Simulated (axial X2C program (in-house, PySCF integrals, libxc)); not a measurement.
## Correcting the dissociation energy of BaSi⁺ for spin–orbit coupling

A spin-free CCSD(T) curve (one-electron X2C) was computed with an axial X2C code built on PySCF integrals, basis Ba dyall-cv3z [14s14p9d5f1g], Si dyall-v3z [8s7p2d1f] (cores contracted in-house), for the state M_S = 3/2, Λ = 0 (beyond evenly filled blocks: σα, π+α, π-α). It gives D0 = 1.773 eV to Ba+ + Si, which in a spin-free picture are the weighted means of the ground terms.

Correlated methods: 13 electrons correlated (number of frozen shells: Ba 4 s, 3 p, 2 d; Si 2 s, 1 p), 267 virtual spin orbitals or spinors in MP2, 89 natural virtuals in coupled cluster.

Measured levels of the ground terms (NIST Handbook of Basic Atomic Spectroscopic Data), in cm⁻¹: Ba+ 2S: J = 1/2 at 0; Si 3P: J = 0 at 0, J = 1 at 77.1, J = 2 at 223.2.

The molecular state has Λ = 0, so it has no first-order lowering.

**Question.** How far does each ground level lie under the (2J+1)-weighted mean of its term?

**Answer.** Ba+: a single level, 0; Si: (1 × 0 + 3 × 77.1 + 5 × 223.2)/9 = 150 cm⁻¹.

**Question.** Correct D0.

**Answer.** D0 = 1.773 + (0 − 150)/8065.5 = 1.754 eV at CCSD(T) with these spin–orbit terms.

Second-order spin–orbit effects in the molecule, which grow quickly with Z, are left out. Occupations by symmetry block were frozen at the best pattern of an incomplete PBE0 search. Dissociation energies refer to the lowest single-determinant-based atoms at the same level and basis. Coupled cluster ran in a truncated set of natural virtual spinors; the MP2 energy of the rest was added. (T) has no such correction and the atoms are truncated less, which lowers De at CCSD(T) by a hundredth of an eV or more. Other states lie close and PBE0, whose exact exchange favours high spin, may order them wrongly; the determinant shown need not be the ground state. The nearest other spin-free determinant of the search, M_S = 1/2, Λ = 0, lies 0.47 eV up at the distance of the search.
